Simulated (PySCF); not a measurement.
**From computed data to an observable: entropy of an ideal gas**

VF5, SMILES [F][V]([F])([F])([F])[F], multiplicity 1.

The structure is a stationary point at B3LYP-D3(BJ)/def2-SVP. The multiplicity is an assumed one; other spin states were not compared. The isomer is the one that the SMILES or the coordinates give; other isomers of the formula were not compared.

B3LYP-D3(BJ)/def2-SVP in PySCF gives the harmonic wavenumbers 115, 116, 288, 288, 346, 354, 355, 626, 747, 785, 836, 836 cm⁻¹ and the rotational temperatures 0.1478, 0.1238, 0.1238 K. The molar mass is 145.93 g/mol, the symmetry number 6, the spin multiplicity 1.

Task: Work out the entropy at 298.15 K and 1 atm in the rigid-rotor, harmonic-oscillator model.

Result: 
Translation (Sackur–Tetrode at 1 atm): S = R[1.5 ln M + 2.5 ln T − 1.16487] = 170.9 J/(mol K).
Rotation: q = (√π/σ) T^1.5/√(θA θB θC) = 32000, S = R[ln q + 3/2] = 98.7 J/(mol K).
Vibration: with u = 1.4388 ν/T, each mode gives R[u/(e^u − 1) − ln(1 − e^−u)]:
| ν (cm⁻¹) | modes | u | S (J/(mol K)) |
|---|---|---|---|
| 115 | 1 | 0.55 | 13.32 |
| 116 | 1 | 0.56 | 13.25 |
| 288 | 2 | 1.39 | 12.43 |
| 346 | 1 | 1.67 | 4.96 |
| 354 | 1 | 1.71 | 4.80 |
| 355 | 1 | 1.71 | 4.79 |
| 626 | 1 | 3.02 | 1.70 |
| 747 | 1 | 3.60 | 1.07 |
| 785 | 1 | 3.79 | 0.92 |
| 836 | 2 | 4.03 | 1.51 |
These are all the modes. Sum 58.7 J/(mol K).
Spin: R ln 1 = 0.0 J/(mol K).
Total 328.3 J/(mol K); the program's own thermochemistry gives 328.4. Translation makes up 52 % and vibration 18 %. Anharmonicity, hindered rotation and orbital degeneracy are left out.
